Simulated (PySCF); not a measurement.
## Working out the ionisation energy of Cr⁺

Cr⁺ [Ar] 3d5 (6S) → Cr²⁺ [Ar] 3d4 (5D). Computed with PySCF 2.14 in x2c-TZVPPall (6s5p4d2f1g, 64 functions), with scalar relativity by spin-free X2C-1e. Frozen: [Ne]. Energies in hartree (1 hartree = 27.21139 eV):

```tsv
part	Cr⁺ (lower)	Cr²⁺ (upper)
UHF	-1049.422419	-1048.871141
CCSD correlation	-0.386929	-0.339736
(T)	-0.008221	-0.006005
```

Task: What does Hartree-Fock give?

Result: (-1048.871141) − (-1049.422419) = 0.551278 hartree = 15.001 eV.

Task: What do CCSD and CCSD(T) give?

Result: The CCSD correlation energies differ by 0.047193 hartree = 1.284 eV and the triples by 0.002216 hartree = 0.060 eV, so CCSD gives 16.285 eV and CCSD(T) 16.345 eV.

A first-order spin-orbit estimate adds -0.046 eV to CCSD(T) (valence and next inner shell), giving 16.299 eV against 16.486 eV (measured; NIST Atomic Spectra Database, ionization energies).

What remains against the reference includes basis incompleteness, the frozen core and higher excitations.
